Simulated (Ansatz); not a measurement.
Ansatz (an electronic-structure program) input:

Ansatz 0.2 input:
```yaml
crystal:
  periodic: [false, false, false]
  atoms:
    - {symbol: C, position_ang: [-1.35905626, 0.01835902, 0.03901895]}
    - {symbol: C, position_ang: [-0.71624194, -1.31982445, -0.17718476]}
    - {symbol: C, position_ang: [0.60377648, -1.38249636, -0.10242708]}
    - {symbol: C, position_ang: [1.34163003, -0.10986432, 0.19196913]}
    - {symbol: S, position_ang: [0.05325124, 1.20711868, 0.07169583]}
    - {symbol: H, position_ang: [-2.04284101, 0.33802487, -0.74704930]}
    - {symbol: H, position_ang: [-1.86833395, 0.10910994, 1.00046800]}
    - {symbol: H, position_ang: [-1.35345050, -2.17845589, -0.34269438]}
    - {symbol: H, position_ang: [1.17161817, -2.29834124, -0.19969010]}
    - {symbol: H, position_ang: [1.74563607, -0.06247434, 1.20514092]}
    - {symbol: H, position_ang: [2.13672810, 0.13958705, -0.51034435]}
    - {symbol: H, position_ang: [0.13797339, 1.40160746, -1.26122153]}
basis:
  gaussian:
    orbitals: def2-TZVPD
hamiltonian:
  xc: {name: HSE06}
total_charge: 1
output: {forces: true}
```

**Question.** What final total energy does it print?

**Answer.** -554.25935 Eh (HSE06/def2-TZVPD). The basis has 257 functions.

It need not be the lowest isomer of its formula.
